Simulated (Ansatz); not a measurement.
## A ladder of methods for [SnH5]− (SMILES [H][Sn-]([H])([H])([H])[H])

[SnH5]− has 6 atoms, charge -1, and is taken as a singlet. SMILES: `[H][Sn-]([H])([H])([H])[H]`. Geometry: a GFN2-xTB relaxation, a rough one for these elements and not checked as a minimum.

```xyz
6

Sn    0.0004   -0.0014    0.0004
H    -0.0201   -0.0063    1.8858
H     0.0203    0.0107   -1.8880
H     1.7828    0.0108    0.0189
H    -0.9025    1.5360   -0.0034
H    -0.8810   -1.5498   -0.0136
```

Each level gives the energy change with the Sn1–H2 bond stretched from 1.885 to 2.357 Å (eV). The values are calculated.

| level | kind | program | value (eV) | less FCI/STO-3G |
| --- | --- | --- | --- | --- |
| SVWN5/STO-3G (restricted) | LDA | Ansatz | 1.04 | -0.19 |
| PBE/STO-3G (restricted) | GGA | Ansatz | 0.97 | -0.26 |
| r2SCAN/STO-3G (restricted) | meta-GGA | Ansatz | 1.08 | -0.15 |
| PBE0/STO-3G (restricted) | global hybrid | Ansatz | 1.15 | -0.08 |
| RPA@PBE/STO-3G (restricted) | RPA | Ansatz | 1.10 | -0.13 |
| MP2/STO-3G (restricted) | perturbation theory | Ansatz | 1.34 | +0.11 |
| BCCD(T)/STO-3G (restricted) | coupled cluster or CI | Ansatz | 1.23 | 0.00 |
| CCSD(T)/STO-3G (restricted) | coupled cluster or CI | Ansatz | 1.23 | 0.00 |
| CCSDT(Q)/STO-3G (restricted) | coupled cluster or CI | Ansatz | 1.23 | 0.00 |
| FCI/STO-3G | exact in the basis | Ansatz | 1.23 | 0.00 |

FCI/STO-3G is exact within its basis and frozen core, so for wave-function methods in that basis the difference is their error; functionals converge differently with the basis, so for them it is only a difference. All-electron rows without a relativistic Hamiltonian named are non-relativistic. Sets without diffuse functions describe the anion poorly. The first shape isn't each level's own minimum. The values span 0.97 to 1.34 eV. All rows use very small basis sets, so even the best lies far from the true value. In the correlated wave-function rows the outer d shell of Sn is correlated, in sets not made for it.
